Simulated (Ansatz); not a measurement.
Start from `C[Se][SiH](O)F` and change one atom or group to get `O[SiH](F)I`.

Ansatz, PBE0-D4/def2-TZVP geometries, multiplicity 1. Each molecule was computed in one conformer, which needn't be the lowest.

Elements past krypton have def2 core potentials. Scalar relativity is left out up to krypton.

```csv
property,`C[Se][SiH](O)F`
LUMO energy (B3LYP/def2-TZVPP) / eV,-0.48
HOMO–LUMO gap (PBE0/def2-TZVPP) / eV,6.69
size of the dipole moment (ωB97M-V/def2-TZVPP) / D,2.29
HOMO–LUMO gap (ωB97M-V/def2-TZVPP) / eV,10.66
HOMO energy (PBE0/def2-TZVPP) / eV,-6.93
LUMO energy (PBE0/def2-TZVPP) / eV,-0.24
```

(1) What does the change do to each property? (Estimate.)

Answers

(1) Computed: 
| property | `O[SiH](F)I` | shift |
| --- | --- | --- |
| LUMO energy (B3LYP/def2-TZVPP) / eV | -0.47 | 0.01 |
| HOMO–LUMO gap (PBE0/def2-TZVPP) / eV | 7.82 | 1.13 |
| size of the dipole moment (ωB97M-V/def2-TZVPP) / D | 1.16 | -1.13 |
| HOMO–LUMO gap (ωB97M-V/def2-TZVPP) / eV | 11.83 | 1.17 |
| HOMO energy (PBE0/def2-TZVPP) / eV | -8.03 | -1.10 |
| LUMO energy (PBE0/def2-TZVPP) / eV | -0.21 | 0.03 |

Dipoles are sizes alone; their direction can turn.

B3LYP here is the variant with VWN-RPA as its local correlation; programs differ in this.

Spin–orbit coupling is left out; it splits and shifts lone-pair levels of the heavy atoms by tenths of an eV.
